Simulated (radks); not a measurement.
Ta45+, 28 electrons, occupied as [Ar] 3d10 (the NIST ground configuration).

All-electron calculation, scalar-relativistic Kohn-Sham, exchange-only LDA, spin-polarised, spherical densities, point nucleus. Program: a radial shooting solver on a logarithmic mesh with Libxc functionals.

Energy parts (hartree):
total: -14191.8366
kinetic: 15711.1424
electron-nucleus: -32370.5336
Hartree: 2685.7114
exchange: -218.1569

Orbitals (lengths in bohr, moments of r in powers of bohr; r(max) is where P^2 peaks):
\begin{tabular}{lrrrrr}
orbital & occ. & eigenvalue (hartree) & <r> & r(max) & <r^2> \\ \hline
1s & 2 & -2557.354 & 0.01867 & 0.01168 & 0.0004789 \\
2s & 2 & -506.8365 & 0.07883 & 0.06682 & 0.007348 \\
2p & 6 & -454.6580 & 0.07039 & 0.05468 & 0.006050 \\
3s & 2 & -174.8408 & 0.2009 & 0.1868 & 0.04606 \\
3p & 6 & -159.2413 & 0.1998 & 0.1841 & 0.04616 \\
3d & 10 & -141.7386 & 0.1797 & 0.1490 & 0.03758 \\
\end{tabular}

The highest occupied level is 3d at -3856.9 eV. Summed over all electrons, <r^2> = 0.7968 bohr^2, which gives a Langevin (diamagnetic) susceptibility term of -0.631 x 10^-6 cm^3/mol. The density falls to 0.001 e/bohr^3 at r = 0.66 bohr.
